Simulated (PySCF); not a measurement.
C3H7NOSi.
Structure used (PBE0-D3(BJ)/def2-SVP), in Å, numbered top down from 1:
```xyz
13
C3H7NOSi angstrom
C      2.178   -0.277    0.180
O      0.862   -0.460   -0.276
Si    -0.507   -0.176    0.605
C     -1.982   -0.388   -0.491
C     -0.433    1.597    1.203
N     -0.364    2.699    1.561
H      2.368    0.772    0.468
H      2.869   -0.540   -0.634
H      2.406   -0.922    1.047
H     -0.546   -1.007    1.843
H     -2.020   -1.416   -0.883
H     -2.911   -0.190    0.064
H     -1.925    0.308   -1.340
```

Linear response at wB97X-D/def2-SVPD (PySCF, frozen core in the response, non-relativistic).

Static isotropic polarisability: 68.09 au (10.09 Å³), principal values 58.3, 70.5, 75.5 au.

What is the polarisability at 1064 nm and at the sodium D line?

68.60 au at 1064 nm (+0.8 %), 69.79 au at 589.3 nm (+2.5 %). The rise at 589.3 nm is 3.34 times that at 1064 nm; a pure ω² law gives 3.26. The lowest singlet lies at 178 nm, shorter than both wavelengths.

What is the isotropic C6 coefficient between two such molecules, C6 = (3/π)∫α(iω)² dω?

1932 au (Eh·bohr⁶) by a ten-point quadrature over imaginary frequencies, which is 1150 eV·Å⁶ or 111 J·nm⁶/mol.

Which effective excitation energy ω̄ makes London's formula C6 = (3/4)α²ω̄ exact here?

ω̄ = 4·C6/(3α²) = 0.556 Eh = 15.1 eV. A one-pole form α(ω) = α/(1 − ω²/ω̄²) fitted to the 1064 nm value gives 13.5 eV.

What n − 1 at the D line would an ideal gas of it have at 273.15 K and 1 atm (2.6868 × 10¹⁹ cm⁻³), by n − 1 = 2π·N·α′?

17.46 × 10⁻⁴, a formal value whether or not that pressure can be reached.

What molar refraction at the D line follows from R = (4π/3)·N_A·α′, with α′ the polarisability volume?

α′ = 10.34 Å³ gives R = 26.09 cm³/mol, for isolated, non-vibrating species.

How many electrons N does the Slater–Kirkwood formula C6 = (3/4)·√N·α^(3/2) need to give this C6?

N = (4·C6/3)²/α³ = 21.0; the species has 54 electrons in all.

What does −C6/R⁶ come to at R = 12 Å between centres?

-37 J/mol. This is the leading, orientation-averaged term; C8 and higher terms are left out.

How anisotropic is the static polarisability, by Δα² = ½[(α1 − α2)² + (α2 − α3)² + (α3 − α1)²]?

Δα = 15.3 au, or 0.23 of the isotropic value.

The lowest 6 singlets have (eV, f): 6.95, 0.002; 7.16, 0.001; 7.39, 0.007; 7.44, 0.002; 7.69, 0.009; 7.89, 0.007. What share of the static polarisability do they carry in the sum over states α = Σ f/ω²?

0.37 au, 0.5 % of α; the largest term, 0.12 au, is that of the state at 7.69 eV. Their oscillator strengths add up to 0.03. Higher states carry the rest.

Rough CPU time on one thread of a shared machine: about 60 s. This is the whole response run at wB97X-D/def2-SVPD, SCF included.

One conformer stands for the species.

Note: wB97X-D ran without an empirical dispersion term, which enters the total energy and its gradient alone.
